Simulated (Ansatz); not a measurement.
```yaml
crystal:
  periodic: [false, false, false]
  atoms:
    - {symbol: O, position_ang: [-1.637496, -0.505488, 0.006790]}
    - {symbol: Hf, position_ang: [0.212530, -0.103107, -0.187041]}
    - {symbol: O, position_ang: [1.115468, -0.932721, -1.634858]}
    - {symbol: Se, position_ang: [0.384219, 2.475805, -0.461639]}
    - {symbol: Se, position_ang: [1.513190, -0.932540, 1.899564]}
    - {symbol: H, position_ang: [-2.488981, -0.931729, 0.006177]}
    - {symbol: H, position_ang: [1.367317, -1.390057, -2.431358]}
    - {symbol: H, position_ang: [-0.997499, 2.584989, 0.032266]}
    - {symbol: H, position_ang: [0.531254, -0.265172, 2.770100]}
basis:
  gaussian: {orbitals: def2-TZVP}
magnetization: {spin_polarized: true, initial_magnetization: 8}
hamiltonian: {xc: {name: SVWN5}, pseudopotentials: {relativity: scalar}}
output: {forces: true}
```

```sh
$ ansatz run in.yaml --threads 4 --pin off --events-out ev --progress --plain --max-ram 10444MiB
```

Output, abridged:

```
Functional definition: SVWN5
1597 factors; their error is unknown
mean field evaluation 1: about -137097.7212 eV, gradient 8.6e1 eV
mean field evaluation 2: about -136305.1738 eV, gradient 2.6e2 eV
mean field evaluation 4: about -137003.7384 eV, gradient 1.4e2 eV
mean field evaluation 8: about -137121.4372 eV, gradient 4.3e1 eV
mean field evaluation 16: about -137132.4383 eV, gradient 1.3e-1 eV
mean field evaluation 32: about -137132.4931 eV, gradient 3.9e-2 eV
mean field evaluation 160: about -137132.4377 eV, gradient 2.4e-2 eV
mean field -137132.49763698 eV, -5039.5263364138 hartree, gradient 2.2e-6 eV, S^2 20.003197; 10 other end points of the search recorded, 0 dependent functions left out
reference -137132.49769002 eV, -5039.5263383627 hartree; 54, 46 occupied and 168, 176 virtual orbitals, 1597 factors
Total energy: -137132.49769002 eV, -5039.5263383627 hartree
Relativity: scalar
Atom 0 at    -1.637496    -0.505488     0.006790 Å, force    -0.071152     0.065993    -0.162878 eV/Å
Atom 1 at     0.212530    -0.103107    -0.187041 Å, force    -1.278634     0.695561     0.920076 eV/Å
Atom 2 at     1.115468    -0.932721    -1.634858 Å, force     1.268552    -1.478425    -2.044486 eV/Å
Atom 3 at     0.384219     2.475805    -0.461639 Å, force     3.362551     0.728532    -0.953611 eV/Å
Atom 4 at     1.513190    -0.932540     1.899564 Å, force     3.244867    -2.032794    -1.047243 eV/Å
Atom 5 at    -2.488981    -0.931729     0.006177 Å, force    -0.905485    -0.324341     0.087381 eV/Å
Atom 6 at     1.367317    -1.390057    -2.431358 Å, force     0.431441    -0.473571    -0.947813 eV/Å
Atom 7 at    -0.997499     2.584989     0.032266 Å, force    -3.725504     1.136721     1.154275 eV/Å
Atom 8 at     0.531254    -0.265172     2.770100 Å, force    -2.326636     1.682324     2.994298 eV/Å
Dipole moment:     0.105054    -0.125845    -0.121191 e Å
```

Question: What is wrong with this run?

Answer: The spin is set far too high for this molecule. The calculation finished and met its thresholds. The result belongs to that input, not to the molecule as meant.
